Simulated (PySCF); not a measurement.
Computed magnetic data of one metal complex (SC-NEVPT2 in the d shell, PySCF, with spin-orbit coupling):

```csv
T / K,χT / cm³ K mol⁻¹,μeff / μB
2,0.763,2.47
5,0.772,2.48
10,0.787,2.51
20,0.818,2.56
30,0.848,2.60
50,0.911,2.70
75,1.000,2.83
100,1.099,2.96
150,1.282,3.20
200,1.417,3.37
250,1.510,3.48
300,1.577,3.55
```

Powder magnetisation at 2 K: 0.34 μB at 0.5 T, 0.64 μB at 1 T, 1.06 μB at 2 T, 1.28 μB at 3 T, 1.43 μB at 5 T, 1.46 μB at 7 T.

Which of these complexes, all computed at model or optimised geometries, gave the data?
A. [CrBr6]3- (d3, octahedral)
B. [MoI4]- (d3, tetrahedral)
C. [CoF4]2- (d7, tetrahedral)
D. [VI5]3- (d3, square pyramidal)

B. [MoI4]- (d3, tetrahedral) has NEVPT2: 2S+1 = 4, 3.55 μB at 300 K, 2.51 μB at 10 K, 1.46 μB at 7 T. The others: [CoF4]2- (d7, tetrahedral) has NEVPT2: 2S+1 = 4, 4.56 μB at 300 K, 4.45 μB at 10 K, 3.44 μB at 7 T; [CrBr6]3- (d3, octahedral) has NEVPT2: 2S+1 = 4, 3.85 μB at 300 K, 3.82 μB at 10 K, 2.94 μB at 7 T; [VI5]3- (d3, square pyramidal) has NEVPT2: 2S+1 = 4, 3.90 μB at 300 K, 3.78 μB at 10 K, 2.90 μB at 7 T.

On [MoI4]-: The geometry is a model, and the complex may not exist in this form. The ground state is orbitally degenerate in this regular structure, which would distort (Jahn–Teller), so its moment is that of the undistorted model. An active orbital has only 0.71 squared overlap with the free ion's shell, so the metal shell alone is a small active space here.
